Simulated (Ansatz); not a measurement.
`O=C=NB(F)F` + NH₃ → `NB(F)F` + `N=C=O` at 600 K and 1 bar (ligand exchange at a B–N bond).

Isolated molecules relaxed with PBE0-D4/def2-TZVP in Ansatz; ΔE leaves out vibrations. CCSD(T)/CBS is the MP2 limit (def2-TZVPP, def2-QZVPP) plus CCSD(T) − MP2 in def2-TZVPP, frozen cores. This one scheme is used for every species. Each species was taken in one conformer, which may not be the lowest.

```tsv
species	CCSD(T)/CBS energy (Eh)	H − E (kJ/mol)	S (J/(mol·K))
`O=C=NB(F)F`	-392.46591	107.2	384.3
NH₃	-56.50880	112.4	219.5
`NB(F)F`	-280.46129	134.4	326.3
`N=C=O`	-168.51995	83.3	274.5
```

H − E and S are ideal-gas, rigid-rotor, harmonic terms from PBE0-D4/def2-TZVP, for one conformer and one mirror image of each species. 1 Eh = 2625.50 kJ/mol, R = 8.31446 J/(mol·K).

**Question.** By hand: ΔE, ΔH, ΔS and ΔG.

**Answer.** ΔE = (-280.46129) + (-168.51995) − (-392.46591) − (-56.50880) = -0.00653 Eh = -17.1 kJ/mol. Δ(H − E) = 134.4 + 83.3 − 107.2 − 112.4 = -1.9, so ΔH = -19.0 kJ/mol. ΔS = 326.3 + 274.5 − 384.3 − 219.5 = -3.0 J/(mol·K). ΔG = -19.0 − 600 × (-3.0)/1000 = -17.2 kJ/mol.

**Question.** By hand: the equilibrium constant, and the temperature at which ΔG would vanish if ΔH and ΔS stayed fixed.

**Answer.** log₁₀ K = −ΔG/(RT ln 10) = 1.5. ΔG = 0 at ΔH/ΔS = 6333 K, far beyond where these terms or the molecules hold.

The number of gas molecules stays the same, so ΔS is small and ΔH decides. A doubt of 5 kJ/mol in ΔE shifts log₁₀ K by 0.4 here. Other conformers and mirror images would add mixing entropy, several J/(mol·K) or more a flexible species. These are equilibria of isolated gas molecules and say nothing of rates. Largest T1 diagnostic: 0.018 (customary marks: 0.02 for closed shells, 0.045 for open ones).
